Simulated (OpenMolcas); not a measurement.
## Ba+: effect of the basis set

- Program: OpenMolcas
- Method: SS-CASPT2, IPEA 0.25 Eh, imaginary shift 0.1 Eh (closed shells correlated: 5s 5p)
- Active space: 1 electron in 9 orbitals (5d 6s 6p)
- State averaging: 2S+1 = 2 even, 6 roots; 2S+1 = 2 odd, 3 roots
- Spin-orbit coupling: RASSI with atomic mean-field integrals over the reference wave functions, term energies averaged over their components

A. ANO-R2 [8s6p4d2f1g], X2C, finite nucleus; CASPT2 step roughly 3 core-seconds
B. ANO-RCC-VTZP [8s7p4d2f1g], DKH2, point nucleus; CASPT2 step of the order of 4 core-seconds
C. ANO-RCC-VQZP [9s8p5d3f2g], DKH2, point nucleus; CASPT2 step about 6 core-seconds
D. ANO-RCC [12s10p8d4f2g], DKH2, point nucleus; CASPT2 step about 9 core-seconds

Energies in cm⁻¹ above 6s ²S_1/2, the measured ground level; measured values from NIST Handbook of Basic Atomic Spectroscopic Data.

```
     Level      A      B      C      D  Measured
 6s ²S_1/2    0.0    0.0    0.0    0.0       0.0
6p ²P°_1/2  23170  19980  20420  20520     20262
 5d ²D_3/2  23610   6600   5610   5020      4874
6p ²P°_3/2  24590  21010  21570  21610     21952
 5d ²D_5/2  25350   7400   6400   5880      5675
```

Deviations, from unrounded energies. A percentage is the sum of absolute deviations over the sum of measured energies, with the sign that they share, or ± where signs differ.

| Against measurement | Levels | A | B | C | D |
| --- | --- | --- | --- | --- | --- |
| mean absolute deviation (cm-1) | 4 | 11000 | 1200 | 500 | 240 |
| other configurations (%) | 4 | +83.3 | ±8.9 | ±3.8 | ±1.8 |

D lies closest to measurement on these levels and A furthest from it. The largest miss of D in the table is 6p ²P°_3/2, by -350 cm-1. The ranking rests on the paired levels alone, and a cruder setting can come out closer through cancelling errors.

Among A to D the level of the table that moves most is 5d ²D_5/2, by 19000 cm-1 (lowest in D, highest in A). Moves below CASPT2's spread within the term are not significant.

Term energies are means over components that CASPT2 splits; among the terms shown or strongly mixed into the levels shown the widest spread is 270 cm-1 (5d ²D, C). ANO sets are built for ground and valence states and can reach diffuse excited orbitals poorly. With one active electron, CASPT2 adds the correlation within the correlated inactive shells and between them and that electron, and leaves the splitting within a term as the reference gives it. The ANO-R sets hold no well-fitted valence p shell for this element, so s → p excitations can come out far too high (holds for A). Computed and measured levels are paired by configuration, term and J; levels that our copy of the source lacks, or whose pairing is in doubt (as where it misses far off the trend of its configuration), stay unpaired and out of the deviations. Levels of configurations outside the active space are missing.

° marks odd parity.
